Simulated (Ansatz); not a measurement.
One change: `[SiH3][GaH][O][SbH2]` becomes `[GaH2][O][SbH2]`.

Ansatz, PBE0-D4/def2-TZVP geometries, multiplicity 1. Each molecule was computed in one conformer, which needn't be the lowest.

Elements past krypton have def2 core potentials. Scalar relativity is left out up to krypton. Spin–orbit coupling is left out; it splits and shifts lone-pair levels of the heavy atoms by tenths of an eV.

```tsv
property	`[SiH3][GaH][O][SbH2]`
LUMO energy (PBE0/def2-TZVPP) / eV	-1.65
zero-point energy (PBE0-D4/def2-TZVP) / kJ/mol	127.4
HOMO energy (B3LYP/def2-TZVPP) / eV	-7.09
ideal-gas entropy at 298 K and 1 bar (rigid rotor, harmonic PBE0-D4/def2-TZVP) / J/(mol·K)	408
HOMO–LUMO gap (ωB97M-V/def2-TZVPP) / eV	9.46
HOMO–LUMO gap (PBE/def2-TZVPP) / eV	3.75
```

Q: What does the change do to each property? (An estimate is asked.)

A: Ansatz gave: 
```json
{"property": "LUMO energy (PBE0/def2-TZVPP) / eV", "`[GaH2][O][SbH2]`": "-1.25", "shift": "0.40"}
{"property": "zero-point energy (PBE0-D4/def2-TZVP) / kJ/mol", "`[GaH2][O][SbH2]`": "80.0", "shift": "-47.4"}
{"property": "HOMO energy (B3LYP/def2-TZVPP) / eV", "`[GaH2][O][SbH2]`": "-7.07", "shift": "0.02"}
{"property": "ideal-gas entropy at 298 K and 1 bar (rigid rotor, harmonic PBE0-D4/def2-TZVP) / J/(mol·K)", "`[GaH2][O][SbH2]`": "349", "shift": "-59"}
{"property": "HOMO–LUMO gap (ωB97M-V/def2-TZVPP) / eV", "`[GaH2][O][SbH2]`": "9.79", "shift": "0.33"}
{"property": "HOMO–LUMO gap (PBE/def2-TZVPP) / eV", "`[GaH2][O][SbH2]`": "4.11", "shift": "0.36"}
```

The zero-point energy changes by -47.4 kJ/mol with -9 modes. Modes under 60 cm⁻¹, often nearly free rotors, make the harmonic entropy too high.

Positive LUMOs are unbound, so they and the gaps depend on the basis.

B3LYP here is the variant with VWN-RPA as its local correlation; programs differ in this.
